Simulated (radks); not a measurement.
Values are calculated unless marked as measured or tabulated.
Species: Pr26+. Configuration: [Ar] 3d10 4s2 4p3. Code: a radial shooting solver on a logarithmic mesh with Libxc functionals. Model: Dirac Kohn-Sham, BLYP, spin-unpolarised, spherical densities, finite nucleus; open shells fill j = l - 1/2 first; Fermi nuclear charge, rms radius 4.8919 fm.

Spin-orbit splittings of the eigenvalues, e(l+1/2) - e(l-1/2), with zeta = 2 splitting/(2l+1) and mean radii in bohr:

shell  occ.  splitting (eV)  zeta (eV)  <r> j=l-1/2  <r> j=l+1/2
2p        6           483.7      322.5      0.08592      0.09220
3p        6           98.56      65.71       0.2581       0.2699
3d       10               ?          ?       0.2401       0.2438
4p        3           28.54      19.02       0.5636       0.5814

Estimate the 3d splitting.

Answer. 21.57 eV (zeta = 8.629 eV).
